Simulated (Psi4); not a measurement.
Psi4 input (wB97X-D/6-311+G**):

```
memory 1500 MB

molecule {
-1 2
O     1.45095573   -0.26773759    0.00950262
Si    0.00068057    0.30200535    0.00469886
O    -1.45214674   -0.26077178   -0.01772562
symmetry c1
no_reorient
no_com
}

set {
  basis 6-311+G**
  reference uks
  scf_type pk
  dft_radial_points 99
  dft_spherical_points 590
  e_convergence 1e-8
  d_convergence 1e-7
  maxiter 150
}

e = energy('wb97x-d')
print_out(f'\nFINAL {e:.10f} DIPOLE {variable("CURRENT DIPOLE")[0]:.6f} {variable("CURRENT DIPOLE")[1]:.6f} {variable("CURRENT DIPOLE")[2]:.6f}\n')
```

Output:

```
   => Loading Basis Set <=

    Name: 6-311+G**
    Role: ORBITAL
    Keyword: BASIS
    atoms 1, 3 entry O          line   171 file 6-311pgss.gbs
    atoms 2    entry SI         line   351 file 6-311pgss.gbs

   => WB97X-D: Empirical Dispersion <=

    Chai and Head-Gordon Dispersion Correction
    Chai, J.-D.; Head-Gordon, M. (2010), J. Chem. Phys., 132: 6615-6620

        s6 =       1.000000

         ---------------------------------------------------------
                                   SCF
               by Justin Turney, Rob Parrish, Andy Simmonett
                          and Daniel G. A. Smith
                              UKS Reference
         ---------------------------------------------------------

  ==> Geometry <==

    Molecular point group: c1
    Full point group: C1

    Geometry (in Angstrom), charge = -1, multiplicity = 2:

       Center              X                  Y                   Z               Mass
    ------------   -----------------  -----------------  -----------------  -----------------
         O            1.450955730000    -0.267737590000     0.009502620000    15.994914619570
         SI           0.000680570000     0.302005350000     0.004698860000    27.976926534650
         O           -1.452146740000    -0.260771780000    -0.017725620000    15.994914619570

  Running in c1 symmetry.

  Rotational constants: A =      3.52173  B =      0.25008  C =      0.23350 [cm^-1]
  Rotational constants: A = 105578.78333  B =   7497.21278  C =   7000.12939 [MHz]
  Nuclear repulsion =   87.738488025845982

  Charge       = -1
  Multiplicity = 2
  Electrons    = 31
  Nalpha       = 16
  Nbeta        = 15

  ==> Algorithm <==

  SCF Algorithm Type is PK.
  DIIS enabled.
  MOM disabled.
  Fractional occupation disabled.
  Guess Type is SAD.
  Energy threshold   = 1.00e-08
  Density threshold  = 1.00e-07
  Integral threshold = 1.00e-12

  ==> Primary Basis <==

  Basis Set: 6-311+G**
    Blend: 6-311+G**
    Number of shells: 34
    Number of basis functions: 74
    Number of Cartesian functions: 77
    Spherical Harmonics?: true
    Max angular momentum: 2

  ==> DFT Potential <==

   => LibXC <=

    Version 7.1.2
    S. Lehtola, C. Steigemann, M. J. T. Oliveira, and M. A. L. Marques,  SoftwareX 7, 1–5 (2018) (10.1016/j.softx.2017.11.002)

   => Composite Functional: WB97X-D <=

    wB97X-D Hyb-GGA Exchange-Correlation Functional

    J.-D. Chai and M. Head-Gordon,  Phys. Chem. Chem. Phys. 10, 6615–6620 (2008) (10.1039/B810189B)

    Deriv               =              1
    GGA                 =           TRUE
    Meta                =          FALSE

    Exchange Hybrid     =           TRUE
    MP2 Hybrid          =          FALSE

   => Exchange-Correlation Functionals <=

    1.0000   wB97X-D range-separated functional

   => Exact (HF) Exchange <=

    0.7780            HF,LR [omega = 0.2000]
    0.2220               HF

   => LibXC Density Thresholds  <==

    XC_HYB_GGA_XC_WB97X_D:  1.00E-14

   => Molecular Quadrature <=

    Radial Scheme          =       TREUTLER
    Pruning Scheme         =           NONE
    Nuclear Scheme         =       TREUTLER

    Blocking Scheme        =         OCTREE
    BS radius alpha        =              1
    Pruning alpha          =              1
    Radial Points          =             99
    Spherical Points       =            590
    Total Points           =         171313
    Total Blocks           =           1326
    Max Points             =            256
    Max Functions          =             73
    Weights Tolerance      =       1.00E-15

  ==> Integral Setup <==

  Using in-core PK algorithm.
   Calculation information:
      Number of atoms:                   3
      Number of AO shells:              34
      Number of primitives:             63
      Number of atomic orbitals:        77
      Number of basis functions:        74

      Integral cutoff                 1.00e-12
      Number of threads:                 1

  Performing in-core PK
  Using 11555100 doubles for integral storage.
  We computed 161719 shell quartets total.
  Whereas there are 177310 unique shell quartets.

  Computing range-separated integrals for PK
  We computed 161719 wK shell quartets total.
  Whereas there are 177310 wK unique shell quartets.

  ==> DiskJK: Disk-Based J/K Matrices <==

    J tasked:                  Yes
    K tasked:                  Yes
    wK tasked:                 Yes
    Omega:               2.000E-01
    Schwarz Cutoff:          1E-12


  Cached 100.0% of DFT collocation blocks in 0.281 [GiB].

  Minimum eigenvalue in the overlap matrix is 1.6870730198E-03.
  Reciprocal condition number of the overlap matrix is 3.0722477679E-04.
    Using symmetric orthogonalization.

  ==> Pre-Iterations <==

  SCF Guess: Superposition of Atomic Densities via on-the-fly atomic UHF (no occupation information).

   -------------------------
    Irrep   Nso     Nmo
   -------------------------
     A         74      74
   -------------------------
    Total      74      74
   -------------------------

  ==> Iterations <==

                        Total Energy        Delta E     RMS |[F,P]|

   @UKS iter SAD:  -438.93936447194471   -4.38939e+02   0.00000e+00
   @UKS iter   1:  -439.53033531631343   -5.90971e-01   1.52220e-02 ADIIS/DIIS
   @UKS iter   2:  -438.66755824007589    8.62777e-01   2.43241e-02 ADIIS/DIIS
   @UKS iter   3:  -440.00270971391308   -1.33515e+00   1.20994e-03 ADIIS/DIIS
   @UKS iter   4:  -440.00459763834914   -1.88792e-03   3.91825e-04 ADIIS/DIIS
   @UKS iter   5:  -440.00494190349127   -3.44265e-04   1.30291e-04 ADIIS/DIIS
   @UKS iter   6:  -440.00501685378475   -7.49503e-05   2.65218e-05 DIIS
   @UKS iter   7:  -440.00502810288356   -1.12491e-05   1.01004e-05 DIIS
   @UKS iter   8:  -440.00503005844996   -1.95557e-06   3.54437e-06 DIIS
   @UKS iter   9:  -440.00503033074011   -2.72290e-07   1.34041e-06 DIIS
   @UKS iter  10:  -440.00503036176184   -3.10217e-08   9.64596e-07 DIIS
   @UKS iter  11:  -440.00503036499532   -3.23348e-09   4.18317e-07 DIIS
   @UKS iter  12:  -440.00503036619568   -1.20036e-09   6.72009e-08 DIIS
  Energy and wave function converged.

  ==> Post-Iterations <==

   Electrons on quadrature grid:
      Nalpha   =   16.0000002392 ; deviation = 2.392e-07
      Nbeta    =   15.0000002252 ; deviation = 2.252e-07
      Ntotal   =   31.0000004644 ; deviation = 4.644e-07

   @Spin Contamination Metric:   4.435211852E-03
   @S^2 Expected:                7.500000000E-01
   @S^2 Observed:                7.544352119E-01
   @S   Expected:                5.000000000E-01
   @S   Observed:                5.000000000E-01

    Orbital Energies [Eh]
    ---------------------

    Alpha Occupied:

       1A    -66.065203     2A    -19.010127     3A    -19.010115
       4A     -5.198290     5A     -3.544985     6A     -3.543278
       7A     -3.539033     8A     -0.834844     9A     -0.810544
      10A     -0.323933    11A     -0.246881    12A     -0.227982
      13A     -0.222501    14A     -0.173553    15A     -0.172060
      16A     -0.092373

    Alpha Virtual:

      17A      0.194728    18A      0.202571    19A      0.208262
      20A      0.227699    21A      0.258440    22A      0.347402
      23A      0.367506    24A      0.409499    25A      0.430112
      26A      0.434532    27A      0.464319    28A      0.464388
      29A      0.492452    30A      0.495382    31A      0.518515
      32A      0.571214    33A      0.625953    34A      0.665757
      35A      0.796164    36A      0.894527    37A      0.918640
      38A      0.963865    39A      1.264214    40A      1.278483
      41A      1.354330    42A      1.362628    43A      1.363318
      44A      1.391517    45A      1.401693    46A      1.448024
      47A      1.486768    48A      1.496423    49A      1.498123
      50A      1.777055    51A      1.916667    52A      3.135533
      53A      3.136741    54A      3.137705    55A      3.144822
      56A      3.200198    57A      3.228243    58A      3.277565
      59A      3.314689    60A      3.731367    61A      3.780773
      62A      5.282731    63A      5.316488    64A      5.322426
      65A      5.332517    66A      5.336528    67A      5.428653
      68A      6.050901    69A     11.612398    70A     11.676866
      71A     11.988445    72A     50.186697    73A     50.237822
      74A    141.479659

    Beta Occupied:

       1A    -66.063332     2A    -19.005451     3A    -19.005436
       4A     -5.196392     5A     -3.543608     6A     -3.539188
       7A     -3.538270     8A     -0.820098     9A     -0.795349
      10A     -0.300695    11A     -0.220267    12A     -0.215300
      13A     -0.210145    14A     -0.170487    15A     -0.160782

    Beta Virtual:

      16A      0.135176    17A      0.206560    18A      0.219995
      19A      0.220059    20A      0.249304    21A      0.278254
      22A      0.353289    23A      0.374594    24A      0.410795
      25A      0.431414    26A      0.432867    27A      0.463990
      28A      0.465798    29A      0.493810    30A      0.505646
      31A      0.523315    32A      0.575050    33A      0.625228
      34A      0.689081    35A      0.800911    36A      0.926867
      37A      0.947810    38A      0.971892    39A      1.267333
      40A      1.284157    41A      1.356864    42A      1.366541
      43A      1.378751    44A      1.393650    45A      1.416684
      46A      1.456699    47A      1.485619    48A      1.497712
      49A      1.505429    50A      1.782428    51A      1.922582
      52A      3.140885    53A      3.142668    54A      3.147863
      55A      3.153511    56A      3.206654    57A      3.246393
      58A      3.289791    59A      3.327012    60A      3.746371
      61A      3.793125    62A      5.286411    63A      5.329220
      64A      5.330134    65A      5.336220    66A      5.354506
      67A      5.441735    68A      6.057879    69A     11.614334
      70A     11.681318    71A     11.988860    72A     50.190961
      73A     50.242080    74A    141.481832

    Final Occupation by Irrep:
              A
    DOCC [    15 ]
    SOCC [     1 ]
    NA   [    16 ]
    NB   [    15 ]

  @UKS Final Energy:  -440.00503036619568

   => Energetics <=

    Nuclear Repulsion Energy =             87.7384880258459816
    One-Electron Energy =                -790.8863426941292118
    Two-Electron Energy =                 290.5735021533805025
    DFT Exchange-Correlation Energy =     -27.4305375835174061
    Empirical Dispersion Energy =          -0.0001402677755945
    VV10 Nonlocal Energy =                  0.0000000000000000
    Total Energy =                       -440.0050303661956832

  UHF NO Occupations:
  HONO-2 :   14  A 1.9991801
  HONO-1 :   15  A 1.9991477
  HONO-0 :   16  A 1.0000000
  LUNO+0 :   17  A 0.0008523
  LUNO+1 :   18  A 0.0008199
  LUNO+2 :   19  A 0.0004472
  LUNO+3 :   20  A 0.0000287

Computation Completed

Properties will be evaluated at   0.000000,   0.000000,   0.000000 [a0]

Properties computed using the SCF density matrix

 Multipole Moments:

 ------------------------------------------------------------------------------------
     Multipole            Electronic (a.u.)      Nuclear  (a.u.)        Total (a.u.)
 ------------------------------------------------------------------------------------

 L = 1.  Multiply by 2.5417464519 to convert [e a0] to [Debye]
 Dipole X            :          0.0009647           -0.0000002            0.0009645
 Dipole Y            :          0.4279931           -0.0000001            0.4279930
 Dipole Z            :          0.0066590            0.0000001            0.0066591
 Magnitude           :                                                    0.4280459

 ------------------------------------------------------------------------------------

FINAL -440.0050303662 DIPOLE 0.000964 0.427993 0.006659

*** Psi4 exiting successfully. Buy a developer a beer!
```

The dipole moment of an ion depends on the origin.

The geometry given is a B3LYP-D3(BJ)/def2-TZVP minimum.
